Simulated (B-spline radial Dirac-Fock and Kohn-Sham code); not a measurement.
ΔSCF core binding energies without Breit or QED terms, calculated with a B-spline atomic structure program.

A sound run for neutral antimony in the configuration 1s2 2s2 2p6 3s2 3p6 3d10 4s2 4p6 4d10 5s2 5p3: The ground state converged in 11 iterations, with total energy -6480.51973 Ha, virial ratio 1.94762 and highest orbital energy -7.89 eV. ΔSCF binding energies: K (1s) 30601.2 eV, L3 (2p3/2) 4149.2 eV, M5 (3d5/2) 536.6 eV.

A second run, with one unsound setting: The ground state converged in 11 iterations, with total energy -6465.13964 Ha, virial ratio 1.96121 and highest orbital energy -7.87 eV. ΔSCF binding energies: K (1s) 30575.8 eV, L3 (2p3/2) 4172.8 eV, M5 (3d5/2) 544.8 eV.

```
iter   energy (Ha)        error
   1    -6462.74380941  4.26e+00
   2    -6464.28917611  3.97e-01
   3    -6465.09879713  8.40e-02
   4    -6465.13740636  2.48e-02
   5    -6465.13907255  1.06e-02
   6    -6465.13962468  2.06e-03
   7    -6465.13963718  4.06e-04
   8    -6465.13963760  2.90e-05
   9    -6465.13963761  8.38e-06
  11    -6465.13963761  2.32e-08
```

Q: Which fault fits the second run best?
A. too few iterations
B. overfilled shell
C. speed of light below Z
D. mesh too coarse

A: D. The input had h = 0.9: h is too large to resolve the orbitals.
